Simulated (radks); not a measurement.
Question: Neutral barium, [Xe] 6s2. Calculated with a radial shooting solver on a logarithmic mesh with Libxc functionals: non-relativistic Kohn-Sham, exchange-only B88, spin-polarised, spherical densities, point nucleus. Every spin shell is full or empty, so the densities are truly spherical. Functionals are evaluated on that one density, not self-consistently. Rank these orbital-free kinetic functionals by their error against the exact value of the orbitals, and give that value: Thomas-Fermi, TF + vW/9, TF + vW/5, LC94, APBEK, revAPBEK, Perdew 92, Thakkar, LKT, DePristo-Kress, Ernzerhof.

Answer: Exact: 7883.56 hartree. From best to worst, with 100 (|E| - |E exact|)/|E exact| (equal figures are ties): LC94 +0.03, APBEK +0.08, DePristo-Kress -0.14, revAPBEK +0.25, Ernzerhof -0.45, Thakkar -0.64, Perdew 92 -0.70, TF + vW/9 -0.70, TF + vW/5 +2.86, Thomas-Fermi -5.15, LKT +18.34.
